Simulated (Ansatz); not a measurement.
Total energies of Ge24H32, a nanocrystal cut from cubic germanium from Ansatz at PBE-D4/def2-SVP, gas phase (1 Eh = 27.2114 eV = 2625.5 kJ/mol). The reference geometry is relaxed at r2SCAN-D4/def2-SVP.

Cartesian coordinates in Å:
```
Ge -4.308 1.995 0.099
Ge -0.343 -0.048 -4.944
Ge 3.230 1.289 -2.484
Ge -1.277 3.131 2.414
Ge 2.441 2.749 1.119
Ge -0.567 1.637 -1.219
Ge -2.669 -1.611 -0.308
Ge 1.089 -1.959 -1.592
Ge 0.345 -0.497 2.031
Ge -3.408 -0.110 3.305
Ge 4.132 -0.817 0.725
Ge 1.522 -4.403 1.691
Ge -1.494 1.498 -3.466
Ge -2.090 2.993 0.123
Ge -4.200 -0.258 1.010
Ge 1.661 2.622 -1.188
Ge 0.220 -2.149 -3.861
Ge 3.312 -0.960 -1.561
Ge 0.940 4.126 2.446
Ge -1.186 0.880 3.341
Ge 2.570 0.497 2.048
Ge -0.450 -0.606 -0.272
Ge 1.110 -4.226 -0.696
Ge 0.317 -2.737 2.983
H -5.262 2.845 0.965
H -4.873 1.967 -1.334
H -1.258 -0.351 -6.149
H 0.936 0.613 -5.488
H 4.632 1.932 -2.411
H 2.809 1.243 -3.967
H -2.260 3.985 3.251
H 3.862 3.364 1.125
H -3.163 -1.712 -1.766
H -2.594 -3.043 0.259
H -4.376 0.774 4.118
H -3.387 -1.507 3.957
H 5.516 -0.133 0.737
H 4.298 -2.229 1.322
H 3.031 -4.276 1.967
H 1.080 -5.805 2.160
H -1.518 2.908 -4.093
H -2.959 1.033 -3.331
H -2.147 4.416 -0.485
H -5.612 -0.889 0.993
H 1.576 4.055 -1.770
H 1.234 -2.920 -4.732
H -1.062 -3.006 -3.786
H 4.262 -1.841 -2.407
H 0.890 5.554 1.864
H 1.460 4.220 3.895
H -0.664 0.949 4.797
H 3.061 0.585 3.514
H -0.274 -4.844 -0.989
H 2.155 -5.065 -1.461
H -1.160 -3.178 3.078
H 0.870 -2.683 4.423
```

```csv
state,geometry,energy (Eh)
charge 0 singlet,reference,-49854.18040
charge 1 doublet,reference,-49853.91231
charge -1 doublet,reference,-49854.20347
free Ge atom (triplet),–,-2076.34106
free H atom (doublet),–,-0.49863
```

Single mean-field runs in def2-SVP are fitted with def2-universal-jkfit.

(1) Work out the vertical ionisation energy to the doublet.

(2) Work out the vertical electron affinity, to the doublet.

(3) Give the fundamental gap IE − EA, the Mulliken electronegativity (IE + EA)/2 and the hardness (IE − EA)/2.

(4) What is the binding energy per atom against free atoms?

(1) E(charge 1 doublet) − E(charge 0 singlet) = -49853.91231 − (-49854.18040) = 0.26809 Eh = 7.30 eV. For comparison, −ε of the highest occupied level is 5.86 eV at this level, 1.44 eV less.

(2) E(charge 0 singlet) − E(charge -1 doublet) = -49854.18040 − (-49854.20347) = 0.02307 Eh = 0.63 eV. The basis lacks diffuse functions, which makes affinities too small.

(3) From the values in Eh: IE − EA = 0.26809 − 0.02307 = 0.24502 Eh = 6.67 eV; (IE + EA)/2 = 3.96 eV; (IE − EA)/2 = 3.33 eV. The HOMO–LUMO gap of the same run is 4.00 eV, 2.67 eV smaller than the fundamental gap.

(4) Atoms: 24 × (-2076.34106) + 32 × (-0.49863) = -49848.14160 Eh. Binding: -49848.14160 − (-49854.18040) = 6.03880 Eh = 164.32 eV, or 2.93 eV for each of 56 atoms (no zero-point energy, no counterpoise term).

At PBE-D4/def2-SVP the gap within one spin of the charge 1 doublet nearly closes, so an electron or hole may be smeared out by delocalisation error. At PBE-D4/def2-SVP the gap within one spin of the charge -1 doublet nearly closes, so an electron or hole may be smeared out by delocalisation error. At PBE-D4/def2-SVP the highest occupied level of the charge -1 doublet lies above zero (up to 0.74 eV). By energy differences its removal costs 0.63 eV (vertical, to the charge 0 singlet, at PBE-D4/def2-SVP); self-interaction error and the lack of diffuse functions both raise the level.
